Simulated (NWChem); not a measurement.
System: GaAsH4; SMILES [AsH2][GaH2]

NWChem input:

```
start job
memory heap 200 mb stack 900 mb global 1100 mb
geometry units angstroms noautosym nocenter noautoz
  Ga     0.060138    -1.331094    -0.007753
  As     0.133728     1.080544     0.083868
  H     -0.668703     1.233894    -1.202404
  H      1.480659     1.147082    -0.625344
  H      1.342145    -2.158897     0.373975
  H     -1.300198    -2.050656    -0.333071
end
basis spherical
  * library def2-svpd
end
dft
  xc xcamb88 1.00 lyp 0.81 vwn_5 0.19 hfexch 1.00
  cam 0.33 cam_alpha 0.19 cam_beta 0.46
  iterations 150
end
property
  response 1 0.0
end
task dft property
```

All runs use the structure optimised with PBE0/def2-SVP.

Static field.

Task: What results follow from this input? (CAM-B3LYP/def2-SVPD.) Quantities: isotropic polarisability (bohr³); anisotropy (bohr³).

Result: 
```
Quantity                          Result
--------------------------------  ------
isotropic polarisability (bohr³)    67.4
anisotropy (bohr³)                  31.0
```
